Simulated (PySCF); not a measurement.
Geometry (Å), atoms numbered from 1 in this order:
```xyz
17

C    -1.2566   -1.2345   -1.1052
C    -1.5373   -0.2429   -0.2686
C    -0.6641    0.8922    0.0091
C    -1.1241    1.9495    0.6821
C     0.7187    0.8824   -0.5091
C     1.6618    0.0096   -0.1817
C     1.5176   -1.1080    0.7970
H    -0.3202   -1.2793   -1.6351
H    -1.9540   -2.0339   -1.2895
H    -2.4945   -0.2176    0.2377
H    -2.1319    1.9861    1.0611
H    -0.5048    2.8081    0.8787
H     0.9550    1.6861   -1.1956
H     2.6447    0.1022   -0.6281
H     1.6665   -2.0677    0.3016
H     2.2791   -1.0184    1.5716
H     0.5371   -1.1019    1.2640
```

- geometry: GFN2-xTB
- shielding tensors at PBE0/pcSseg-1 (GIAO)
- code: PySCF
- gas phase, equivalent nuclei averaged, relativity neglected, single conformer

References, each an isolated molecule treated in the same way: TMS for ¹³C (σref 186.93).

Task: Do the ¹³C shifts follow the atomic charges (in e)? Tabulate both.

Result: 
| atoms | hybridisation | δ (ppm) | σ para (ppm) | Hirshfeld | IAO | Mulliken | ESP-fitted |
| --- | --- | --- | --- | --- | --- | --- | --- |
| C3 | sp2 | 153.0 | -225 | +0.01 | +0.00 | -0.33 | +0.51 |
| C2 | sp2 | 145.3 | -212 | -0.04 | -0.14 | -0.14 | -0.30 |
| C6 | sp2 | 139.5 | -210 | -0.03 | -0.13 | -0.22 | +0.13 |
| C5 | sp2 | 134.0 | -202 | -0.05 | -0.18 | -0.09 | -0.56 |
| C1 | sp2 | 124.9 | -194 | -0.10 | -0.31 | -0.11 | -0.33 |
| C4 | sp2 | 124.4 | -189 | -0.10 | -0.32 | -0.04 | -0.62 |
| C7 | sp3 | 20.1 | -83 | -0.12 | -0.43 | -0.21 | -0.35 |

Correlation coefficients of δ with charge over these carbons: Hirshfeld +0.73, IAO +0.80, Mulliken +0.03, ESP-fitted +0.32; with the paramagnetic shielding -1.00. Among the 6 sp2 carbons alone: Hirshfeld +0.96, IAO +0.97, Mulliken -0.83, ESP-fitted +0.78. With so few points, grouped by hybridisation, these coefficients are fragile. Charge is one influence among several: hybridisation and low-lying excitations act through the paramagnetic term.

Shifts are as computed. Against solution values, carbons near 30 ppm lie about +3 ppm off and those near 130 ppm about +5 ppm. Of 1211 compounds with measured shifts, 218 miss one by over three times the rms of a fit or turn the order of signals round; such compounds aren't used in these exercises.
